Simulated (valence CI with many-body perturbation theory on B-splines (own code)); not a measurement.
**Level structure of Pr53+**

Level of theory: configuration interaction combined with many-body perturbation theory (CI+MBPT): four valence electrons over a frozen Dirac-Fock core [He], radial functions for each j: 9 s, 9 p, 8 d, 6 f, 3 g, 1 h, with the one-electron correlation potential Σ1, the two-electron term Σ2, the three-electron term Σ3, Breit, model QED; selected CI, second order for the rest, scaled by the run's own slope (own B-spline code, finite nucleus).

The last digits are not significant, and no measured levels were compared; by estimate large intervals hold to a few tenths of a per cent, small ones and those within an open d or f shell to about a per cent.

Levels 1 to 42 of 42, with energies above the lowest level, (2s^2 2p1/2^2) J=0. "Leading %" is the weight of the configuration and term that name the level; weights of strongly mixed levels are sums over their largest components and can fall short, so below about 35 % the name and the second component can differ from the true leading terms, or belong to a minority configuration. In the jj column 3d3/2^4 stands for four electrons in 3d with j = 3/2. Lifetimes count E1, E2, E3, M1 and M2 decay at the calculated energies, and are blank where another channel may lead or the interval is too uncertain; long ones can be off by a factor of two.

```csv
No.,Configuration,Term,J,E (× 10³ cm⁻¹),Leading %,g,Lifetime,Leading jj
1,2s2.2p2,3P,0,0.00,70,,,2s^2 2p1/2^2 (100 %)
2,2s2.2p2,3P,1,4021.5,100,1.480,1.25 ns,2s^2 2p1/2 2p3/2 (100 %)
3,2s2.2p2,1D,2,4156.0,64,1.157,628 ns,2s^2 2p1/2 2p3/2 (100 %)
4,2s.2p3,3P°,2,5731.7,46,1.543,55.3 ps,2s 2p1/2^2 2p3/2 (99 %)
5,2s.2p3,3D°,1,6272.4,34,1.096,599 fs,2s 2p1/2^2 2p3/2 (99 %)
6,2s2.2p2,3P,2,8295.5,63,1.297,318 ps,2s^2 2p3/2^2 (99 %)
7,2s2.2p2,1S,0,8664.4,69,,255 ps,2s^2 2p3/2^2 (99 %)
8,2s.2p3,5S°,2,9592.8,49,1.549,2.74 ps,2s 2p1/2 2p3/2^2 (99 %)
9,2s.2p3,3D°,3,9899.5,100,1.309,2.89 ps,2s 2p1/2 2p3/2^2 (100 %)
10,2s.2p3,3P°,0,10244,100,,743 fs,2s 2p1/2 2p3/2^2 (100 %)
11,2s.2p3,3S°,1,10380,48,1.298,387 fs,2s 2p1/2 2p3/2^2 (99 %)
12,2s.2p3,1D°,2,10462,73,1.064,394 fs,2s 2p1/2 2p3/2^2 (99 %)
13,2s.2p3,3P°,1,10489,58,1.332,567 fs,2s 2p1/2 2p3/2^2 (99 %)
14,2p4,3P,2,12287,69,1.325,416 fs,2p1/2^2 2p3/2^2 (99 %)
15,2p4,1S,0,12684,62,,350 fs,2p1/2^2 2p3/2^2 (99 %)
16,2s.2p3,3P°,2,14255,52,1.420,782 fs,2s 2p3/2^3 (99 %)
17,2s.2p3,1P°,1,14772,39,1.186,298 fs,2s 2p3/2^3 (99 %)
18,2p4,3P,1,16395,100,1.481,260 fs,2p1/2 2p3/2^3 (100 %)
19,2p4,1D,2,16534,69,1.129,277 fs,2p1/2 2p3/2^3 (100 %)
20,2p4,3P,0,20843,63,,197 fs,2p3/2^4 (100 %)
21,2s2.2p.3s,3P°,0,49700,99,,13.2 fs,2s^2 2p1/2 3s (99 %)
22,2s2.2p.3s,3P°,1,49724,67,1.317,10.4 fs,2s^2 2p1/2 3s (99 %)
23,2s2.2p.3p,3D,1,50215,73,0.648,954 fs,2s^2 2p1/2 3p1/2 (99 %)
24,2s2.2p.3p,3P,0,50487,68,,363 fs,2s^2 2p1/2 3p1/2 (99 %)
25,2s.2p2.3s,5P,1,51202,39,1.973,14.9 fs,2s 2p1/2^2 3s (86 %)
26,2s.2p2.3s,3P,0,51468,70,,14.5 fs,2s 2p1/2^2 3s (98 %)
27,2s2.2p.3p,3D,2,51547,53,1.155,637 fs,2s^2 2p1/2 3p3/2 (99 %)
28,2s2.2p.3p,3P,1,51588,41,1.580,106 fs,2s^2 2p1/2 3p3/2 (87 %)
29,2s.2p2.3p,3P°,1,51789,31,1.365,3.17 fs,2s 2p1/2^2 3p1/2 (94 %)
30,2s.2p2.3p,3P°,0,51802,48,,302 fs,2s 2p1/2^2 3p1/2 (98 %)
31,2s2.2p.3d,3F°,2,51956,74,0.751,9.66 fs,2s^2 2p1/2 3d3/2 (100 %)
32,2s2.2p.3d,3D°,1,52145,49,0.857,1.47 fs,2s^2 2p1/2 3d3/2 (95 %)
33,2s2.2p.3d,3P°,2,52381,47,1.282,1.66 fs,2s^2 2p1/2 3d5/2 (98 %)
34,2s2.2p.3d,3F°,3,52408,47,1.101,1.77 fs,2s^2 2p1/2 3d5/2 (100 %)
35,2s.2p2.3p,3P°,2,53099,33,1.525,93.9 fs,2s 2p1/2^2 3p3/2 (97 %)
36,2s.2p2.3p,3D°,1,53136,33,1.117,4.45 fs,2s 2p1/2^2 3p3/2 (98 %)
37,2s.2p2.3d,3D,1,53503,43,0.449,11.9 fs,2s 2p1/2^2 3d3/2 (99 %)
38,2s.2p2.3d,3D,2,53544,30,1.146,8.37 fs,2s 2p1/2^2 3d3/2 (96 %)
39,2s.2p2.3d,3D,3,53911,35,1.349,1.78 fs,2s 2p1/2^2 3d5/2 (98 %)
40,2s2.2p.3s,3P°,2,53956,98,1.481,16.7 fs,2s^2 2p3/2 3s (98 %)
41,2s2.2p.3s,1P°,1,54010,66,1.137,8.44 fs,2s^2 2p3/2 3s (98 %)
42,2s.2p2.3d,3F,2,54034,31,1.012,1.87 fs,2s 2p1/2^2 3d5/2 (95 %)
```

The ionisation energy to 2s2.2p 2P°_1/2 of the next ion comes out as 10960 eV (NIST: 10959 ± 5 eV (theoretical)). All 42 levels together are meant to be complete up to 54035 × 10³ cm⁻¹.
